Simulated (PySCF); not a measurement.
Electron correlation in Hf (hafnium, neutral)

[Xe] 4f14 5d4, high-spin 5D determinant (an excited configuration). Computed with PySCF 2.14 in aug-cc-pwCVDZ-PP with ECP60MDF, with a scalar-relativistic core potential. Frozen: 5s2 5p6; 4 electrons correlated.

| level | correlation energy (mhartree) |
| --- | --- |
| CCSD | -46.34 |
| (T) | -2.05 |
| CCSD(T) | -48.39 |

Diagnostics: T1 = 0.016, D1 = 0.0230, largest double amplitude 0.057.

Is a single reference adequate?

Yes, within this model without spin-orbit coupling: T1 lies below 0.03 and no double amplitude reaches 0.07.
